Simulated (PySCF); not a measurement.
## How methods differ on the ionisation energy of Bi²⁺

Bi²⁺ [Xe] 4f14 5d10 6s2 6p1 (2P) → Bi³⁺ [Xe] 4f14 5d10 6s2 (1S), as a difference of total energies. Calculation: PySCF 2.14, in aug-cc-pVTZ-PP with ECP60MDF; a scalar-relativistic core potential. Correlated levels: valence: 5s2 5p6 5d10 frozen. The calculations carry no spin-orbit coupling.

```csv
method,ionisation energy (eV)
UHF,23.042
CCSD (valence),23.292
CCSD(T) (valence),23.302
CCSDT (valence),23.305
```

Q: Estimate what SCS-MP2 (valence) gives.

A: 23.227 eV, closest to CCSD (valence) among the rows shown.

Q: Estimate what MP2 (valence) gives.

A: 23.237 eV, closest to CCSD (valence) among the rows shown.

The reference lies between the lowest fine-structure levels, while these numbers refer to the centres of the terms.

Errors of the correlated levels include the incompleteness of this basis and the frozen core.

Every method misses the reference by a wide margin, which points to the basis or the choice of state and not to the methods.

For comparison: 25.571 eV (measured; NIST Atomic Spectra Database, ionization energies).
